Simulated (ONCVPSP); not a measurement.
# Reading a pseudo-wave (Mg (Z = 12))

Columns: radius, all-electron u(r) and pseudo u(r) of the 2s shell (level -88.77 eV) of magnesium in the configuration [He] 2s2 2p6 3s1; Wu-Cohen, scalar-relativistic, ONCV scheme, ONCVPSP 4.0.1.

```json
{"r (bohr)": "0.060", "all-electron": "-0.5568", "pseudo": "0.2092"}
{"r (bohr)": "0.120", "all-electron": "-0.3861", "pseudo": "0.4107"}
{"r (bohr)": "0.180", "all-electron": "0.0040", "pseudo": "0.5974"}
{"r (bohr)": "0.240", "all-electron": "0.4035", "pseudo": "0.7630"}
{"r (bohr)": "0.300", "all-electron": "0.7329", "pseudo": "0.9025"}
{"r (bohr)": "0.360", "all-electron": "0.9726", "pseudo": "1.0131"}
{"r (bohr)": "0.420", "all-electron": "1.1270", "pseudo": "1.0929"}
{"r (bohr)": "0.480", "all-electron": "1.2094", "pseudo": "1.1421"}
{"r (bohr)": "0.540", "all-electron": "1.2367", "pseudo": "1.1624"}
{"r (bohr)": "0.600", "all-electron": "1.2234", "pseudo": "1.1570"}
{"r (bohr)": "0.660", "all-electron": "1.1815", "pseudo": "1.1293"}
{"r (bohr)": "0.720", "all-electron": "1.1209", "pseudo": "1.0839"}
{"r (bohr)": "0.780", "all-electron": "1.0488", "pseudo": "1.0249"}
{"r (bohr)": "0.840", "all-electron": "0.9709", "pseudo": "0.9570"}
{"r (bohr)": "0.900", "all-electron": "0.8909", "pseudo": "0.8838"}
{"r (bohr)": "0.960", "all-electron": "0.8117", "pseudo": "0.8086"}
{"r (bohr)": "1.020", "all-electron": "0.7352", "pseudo": "0.7341"}
{"r (bohr)": "1.080", "all-electron": "0.6625", "pseudo": "0.6622"}
{"r (bohr)": "1.140", "all-electron": "0.5945", "pseudo": "0.5944"}
{"r (bohr)": "1.200", "all-electron": "0.5314", "pseudo": "0.5314"}
{"r (bohr)": "1.260", "all-electron": "0.4735", "pseudo": "0.4735"}
{"r (bohr)": "1.320", "all-electron": "0.4208", "pseudo": "0.4207"}
{"r (bohr)": "1.380", "all-electron": "0.3729", "pseudo": "0.3729"}
{"r (bohr)": "1.440", "all-electron": "0.3299", "pseudo": "0.3298"}
{"r (bohr)": "1.500", "all-electron": "0.2912", "pseudo": "0.2912"}
{"r (bohr)": "1.560", "all-electron": "0.2567", "pseudo": "0.2566"}
```

Task: How many radial nodes do the two functions have?

Result: The all-electron 2s function has n − l − 1 = 1; the pseudo-wave has 0, since the states of the same l below it are removed with the core.

Task: At about which radius was the pseudo-wave matched?

Result: 1.20 bohr. The columns agree to 0.0005 from 1.08 bohr on; several derivatives are matched, so the curves merge somewhat inside the radius.

Task: Is the pseudo-wave norm-conserving?

Result: Yes: the ONCV scheme keeps the norm inside the radius equal to the all-electron one, which fixes the energy derivative of the logarithmic derivative at the level.
